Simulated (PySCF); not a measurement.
hydrogen iodide (HI), singlet, geometry from GFN2-xTB (all electrons, no relativity); M062X/3-21G run with PySCF.

Input for PySCF:
```python
from pyscf import gto, scf, dft

mol = gto.Mole()
mol.atom = '''
    I    -0.00000000   -0.00000000   -0.02909860
    H     0.00000000    0.00000000    1.54222583
'''
mol.basis = '3-21g'
mol.verbose = 4
mol.symmetry = True
mol.build()

mf = dft.RKS(mol)
mf.xc = 'm062x'
mf.kernel()
mf.analyze()
```

The log (banner, timings and long lists left out):

```
PySCF version 2.14.0

[INPUT] verbose = 4
[INPUT] num. atoms = 2
[INPUT] num. electrons = 54
[INPUT] charge = 0
[INPUT] spin (= nelec alpha-beta = 2S) = 0
[INPUT] symmetry True subgroup None
[INPUT] Mole.unit = angstrom
[INPUT] Symbol           X                Y                Z      unit          X                Y                Z       unit  Magmom
[INPUT]  1 I      0.000000000000   0.000000000000  -0.029098600000 AA    0.000000000000   0.000000000000  -0.054988384608 Bohr   0.0
[INPUT]  2 H      0.000000000000   0.000000000000   1.542225830000 AA    0.000000000000   0.000000000000   2.914384440930 Bohr   0.0

nuclear repulsion = 17.8488869919498
point group symmetry = Coov
symmetry origin: [0.00000000e+00 0.00000000e+00 1.04984785e-09]
symmetry axis x: [1. 0. 0.]
symmetry axis y: [0. 1. 0.]
symmetry axis z: [0. 0. 1.]
num. orbitals of irrep A1 = 15
num. orbitals of irrep E1x = 7
num. orbitals of irrep E1y = 7
num. orbitals of irrep E2x = 2
num. orbitals of irrep E2y = 2
number of shells = 15
number of NR pGTOs = 84
number of NR cGTOs = 33
basis = 3-21g
ecp = {}

******** <class 'pyscf.dft.rks_symm.SymAdaptedRKS'> ********
method = SymAdaptedRKS
initial guess = minao
damping factor = 0
level_shift factor = 0
DIIS = <class 'pyscf.scf.diis.CDIIS'>
diis_start_cycle = 1
diis_space = 8
diis_damp = 0
SCF conv_tol = 1e-09
SCF conv_tol_grad = None
SCF max_cycles = 50
direct_scf = True
direct_scf_tol = 1e-13
XC library pyscf.dft.libxc version 7.1.2
    S. Lehtola, C. Steigemann, M. J. T. Oliveira, and M. A. L. Marques,  SoftwareX 7, 1–5 (2018)
XC functionals = m062x
    Y. Zhao and D. G. Truhlar,  Theor. Chem. Acc. 120, 215 (2008)
    Y. Zhao and D. G. Truhlar,  Theor. Chem. Acc. 120, 215 (2008)
radial grids:
    Treutler-Ahlrichs [JCP 102, 346 (1995); DOI:10.1063/1.469408] (M4) radial grids

becke partition: Becke, JCP 88, 2547 (1988); DOI:10.1063/1.454033
pruning grids: <function nwchem_prune>
grids dens level: 3
symmetrized grids: True
atomic radii adjust function: <function treutler_atomic_radii_adjust>
small_rho_cutoff = 0
Freeze 0 electrons in irreps []
    54 free electrons in irreps A1 E1x E1y E2x E2y
Set gradient conv threshold to 3.16228e-05
Initial guess from minao.
tot grids = 31768
init E= -6873.34193846427
HOMO (E1y) = -0.359553994477816  LUMO (A1) = -0.0174017042647479  gap/eV = 9.31044
cycle= 1 E= -6890.92311276273  delta_E= -17.6  |g|= 0.208  |ddm|= 1.34
HOMO (E1y) = -0.303208437332603  LUMO (A1) = 0.0205285289876409  gap/eV = 8.80933
cycle= 2 E= -6890.93764878421  delta_E= -0.0145  |g|= 0.0883  |ddm|= 0.674
HOMO (E1y) = -0.329492807401281  LUMO (A1) = 0.0272319569805128  gap/eV = 9.70698
cycle= 3 E= -6890.94097593807  delta_E= -0.00333  |g|= 0.00381  |ddm|= 0.21
HOMO (E1y) = -0.327351457500639  LUMO (A1) = 0.0297359757668954  gap/eV = 9.71684
cycle= 4 E= -6890.94098147169  delta_E= -5.53e-06  |g|= 0.000402  |ddm|= 0.0104
HOMO (E1y) = -0.327564699452982  LUMO (A1) = 0.0294773486420807  gap/eV = 9.71561
cycle= 5 E= -6890.94098153948  delta_E= -6.78e-08  |g|= 5.6e-05  |ddm|= 0.00123
HOMO (E1y) = -0.327555898252458  LUMO (A1) = 0.0295127401795972  gap/eV = 9.71633
cycle= 6 E= -6890.94098154089  delta_E= -1.42e-09  |g|= 2.41e-06  |ddm|= 0.000165
HOMO (E1y) = -0.3275564230267  LUMO (A1) = 0.0295119324604822  gap/eV = 9.71632
cycle= 7 E= -6890.94098154091  delta_E= -1.64e-11  |g|= 2.03e-07  |ddm|= 9.87e-06
HOMO (E1y) = -0.327556375964189  LUMO (A1) = 0.0295119107102011  gap/eV = 9.71632
Extra cycle  E= -6890.9409815409  delta_E= 7.28e-12  |g|= 4.89e-08  |ddm|= 8.1e-07
converged SCF energy = -6890.9409815409
**** SCF Summaries ****
Total Energy =                       -6890.940981540902612
Nuclear Repulsion Energy =              17.848886991949840
One-electron Energy =                -9513.616169072454795
Two-electron Energy =                 2604.826300539602471
Two-electron Coulomb Energy =         2782.049615382950378
DFT Exchange-Correlation Energy =     -177.223314843347794
HOMO-LUMO gap [eV] =                     9.716322984196863
Wave-function symmetry id = 0
occupancy for each irrep:     A1  E1x  E1y  E2x  E2y
                              11    6    6    2    2
**** MO energy ****
MO #1 (A1 #1), energy= -1162.869912048 occ= 2
MO #2 (A1 #2), energy= -177.086147868224 occ= 2
MO #3 (A1 #3), energy= -165.870023929506 occ= 2
MO #4 (E1x #1), energy= -165.868211035789 occ= 2
MO #5 (E1y #1), energy= -165.868211035789 occ= 2
MO #6 (A1 #4), energy= -36.379394012482 occ= 2
MO #7 (A1 #5), energy= -31.5360618321371 occ= 2
MO #8 (E1x #2), energy= -31.5312674247869 occ= 2
MO #9 (E1y #2), energy= -31.5312674247869 occ= 2
MO #10 (A1 #6), energy= -23.3831252153304 occ= 2
MO #11 (E1x #3), energy= -23.3814952742335 occ= 2
MO #12 (E1y #3), energy= -23.3814952742335 occ= 2
MO #13 (E2x #1), energy= -23.3776542157712 occ= 2
MO #14 (E2y #1), energy= -23.3776542157712 occ= 2
MO #15 (A1 #7), energy= -6.65048564915486 occ= 2
MO #16 (A1 #8), energy= -4.93251919490315 occ= 2
MO #17 (E1x #4), energy= -4.91708089021742 occ= 2
MO #18 (E1y #4), energy= -4.91708089021742 occ= 2
MO #19 (A1 #9), energy= -2.22476652330927 occ= 2
MO #20 (E1x #5), energy= -2.21779817177918 occ= 2
MO #21 (E1y #5), energy= -2.21779817177918 occ= 2
MO #22 (E2x #2), energy= -2.20471129815419 occ= 2
MO #23 (E2y #2), energy= -2.20471129815419 occ= 2
MO #24 (A1 #10), energy= -0.768585199917485 occ= 2
MO #25 (A1 #11), energy= -0.464907074249816 occ= 2
MO #26 (E1x #6), energy= -0.327556375964189 occ= 2
MO #27 (E1y #6), energy= -0.327556375964189 occ= 2
MO #28 (A1 #12), energy= 0.0295119107102011 occ= 0
MO #29 (A1 #13), energy= 0.389781992109734 occ= 0
MO #30 (A1 #14), energy= 0.427109402373804 occ= 0
MO #31 (E1x #7), energy= 0.448334397924206 occ= 0
MO #32 (E1y #7), energy= 0.448334397924206 occ= 0
MO #33 (A1 #15), energy= 0.942342194229857 occ= 0
 ** Mulliken pop on meta-lowdin orthogonal AOs  **
 ** Mulliken pop  **
pop of  0 I 1s            1.99999
pop of  0 I 2s            1.99995
pop of  0 I 3s            1.99967
pop of  0 I 4s            1.99857
pop of  0 I 5s            1.88139
pop of  0 I 6s            0.00873
pop of  0 I 2px           1.99998
pop of  0 I 2py           1.99998
pop of  0 I 2pz           1.99998
pop of  0 I 3px           1.99984
pop of  0 I 3py           1.99984
pop of  0 I 3pz           1.99980
pop of  0 I 4px           1.99935
pop of  0 I 4py           1.99935
pop of  0 I 4pz           1.99910
pop of  0 I 5px           1.99969
pop of  0 I 5py           1.99969
pop of  0 I 5pz           1.12873
pop of  0 I 6px           0.00114
pop of  0 I 6py           0.00114
pop of  0 I 6pz           0.01077
pop of  0 I 3dxy          2.00000
pop of  0 I 3dyz          2.00000
pop of  0 I 3dz^2         1.99997
pop of  0 I 3dxz          2.00000
pop of  0 I 3dx2-y2       2.00000
pop of  0 I 4dxy          2.00000
pop of  0 I 4dyz          2.00000
pop of  0 I 4dz^2         1.99969
pop of  0 I 4dxz          2.00000
pop of  0 I 4dx2-y2       2.00000
pop of  1 H 1s            0.97071
pop of  1 H 2s            0.00295
 ** Mulliken atomic charges  **
charge of    0I =     -0.02634
charge of    1H =      0.02634
Dipole moment(X, Y, Z, Debye):  0.00000,  0.00000,  1.10715
```
